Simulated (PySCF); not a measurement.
# Computed structure and properties of [Bi(SH)4]+

System: [Bi(SH)4]+ (singlet); start: template (S4). Method: PySCF 2.14.0, RKS PBE, Bi def2-SVP with ECP60, S def2-SVP, H def2-SVP; non-relativistic Hamiltonian with scalar-relativistic core potentials where named; density fitting; no spin-orbit coupling.

Input of the relaxation:

```python
mol = gto.M(atom='''
Bi     0.00000     0.00000    -0.00000
S      1.48090     1.48090     1.48090
H      2.59070     0.75220     1.67140
S     -1.48090    -1.48090     1.48090
H     -2.59070    -0.75220     1.67140
S      1.48090    -1.48090    -1.48090
H      0.75220    -2.59070    -1.67140
S     -1.48090     1.48090    -1.48090
H     -0.75220     2.59070    -1.67140''',
    basis={'Bi': 'def2-SVP', 'S': 'def2-SVP', 'H': 'def2-SVP'},
    ecp={'Bi': 'def2-SVP'},
    charge=1, spin=0)
mf = dft.RKS(mol, xc='PBE')
mf.grids.atom_grid = (50, 194)
mf = mf.density_fit()  # fitting sets: Bi def2-universal-JKFIT, S def2-universal-JKFIT, H def2-universal-JKFIT
mf.conv_tol = 1e-08; mf.max_cycle = 55
mf.kernel(dm0)  # dm0: converged density of the start geometry
# quasi-Newton relaxation in Cartesian coordinates to a largest gradient under 0.00045 Eh/bohr, steps kept in the point group
```

Run from Python with OMP_NUM_THREADS=2; the lines above give its settings. Where DIIS fails, smearing, a level shift and second-order steps follow.
It took 37 s on 2 threads of Intel(R) Xeon(R) 6975P-C (Granite Rapids), on a shared host, from the converged density of the start.

Course of the relaxation:

```json
{"step": "0", "energy above end (eV)": "0.3420", "largest force component within the symmetry (eV/Å)": "0.750"}
{"step": "1", "energy above end (eV)": "0.1497", "largest force component within the symmetry (eV/Å)": "0.172"}
{"step": "2", "energy above end (eV)": "0.0508", "largest force component within the symmetry (eV/Å)": "0.430"}
{"step": "3", "energy above end (eV)": "0.0168", "largest force component within the symmetry (eV/Å)": "0.281"}
{"step": "4", "energy above end (eV)": "0.0006", "largest force component within the symmetry (eV/Å)": "0.057"}
{"step": "5", "energy above end (eV)": "0.0001", "largest force component within the symmetry (eV/Å)": "0.022"}
{"step": "6", "energy above end (eV)": "0.0000", "largest force component within the symmetry (eV/Å)": "0.008"}
```

Relaxed geometry (S4):

```xyz
9

Bi    0.0000    0.0000    0.0000
S     1.4617    1.5837    1.3151
H     2.4445    0.6423    1.4648
S    -1.4617   -1.5837    1.3151
H    -2.4445   -0.6423    1.4648
S     1.5837   -1.4617   -1.3150
H     0.6422   -2.4445   -1.4648
S    -1.5837    1.4617   -1.3150
H    -0.6422    2.4445   -1.4648
```

| contact | Å |
| --- | --- |
| Bi1–S2 (SH) | 2.525 |
| Bi1–S4 (SH) | 2.525 |
| Bi1–S6 (SH) | 2.525 |
| Bi1–S8 (SH) | 2.525 |

On the finer grid (75, 302):

The HOMO is -11.12 eV, the LUMO is -9.81 eV and the dipole about the centre of mass is 0.00 D. The set of Mulliken populations of Bi1 outside the core potential is s 3.70, p 8.36, d 10.30 and the D3(BJ) dispersion energy (not in the energies) is -0.357 eV.

| atom | Mulliken (e) | Löwdin (e) | spin (e) |
| --- | --- | --- | --- |
| Bi1 | 0.64 | 0.36 | 0.00 |
| S2 | -0.06 | 0.13 | 0.00 |
| H3 | 0.15 | 0.03 | 0.00 |
| S4 | -0.06 | 0.13 | 0.00 |
| H5 | 0.15 | 0.03 | 0.00 |
| S6 | -0.06 | 0.13 | 0.00 |
| H7 | 0.15 | 0.03 | 0.00 |
| S8 | -0.06 | 0.13 | 0.00 |
| H9 | 0.15 | 0.03 | 0.00 |

On the grid (50, 194), as all that follows. Harmonic modes: a minimum within the noise of the softest modes; lowest -5 cm⁻¹ (negative: unstable), highest 2586 cm⁻¹, zero-point energy 0.933 eV.

Taking off one SH (charge -1, singlet; the rest: singlet) in vacuum, both parts rigid, costs 14.47 eV; the small basis without counterpoise inflates it. Most of it is the attraction of opposite charges; other ways to part are cheaper, and one spin state was tried for the rest.

Rigid scan of SH along the line from its metal, all other atoms held (where the atom bridges, its other bond changes as well):

```csv
distance to S2 (Å),energy (eV)
2.22,0.681
2.32,0.260
2.42,0.056
2.52,0.000
2.62,0.042
2.72,0.146
2.92,0.445
```

One start shape was tried, so this needn't be the lowest isomer.
